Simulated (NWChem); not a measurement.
P2H3, doublet; SMILES P[PH]

Results from NWChem. Spin-unrestricted. Medium grid unless said otherwise, to which SCAN and Minnesota functionals are sensitive. All runs use the structure optimised with PBE-D3(BJ)/def2-SVP, spin-unrestricted. No stability test was run on the SCF state.

Q: Order these by “highest occupied level (eV)”, lowest first: TPSS/def2-SVP; MN15/def2-SVP; CAM-B3LYP/def2-SVP; PBE0/def2-SVP; B3LYP/def2-SVP.

A: CAM-B3LYP/def2-SVP (-7.60), MN15/def2-SVP (-6.69), PBE0/def2-SVP (-6.44), B3LYP/def2-SVP (-6.09), TPSS/def2-SVP (-5.44)
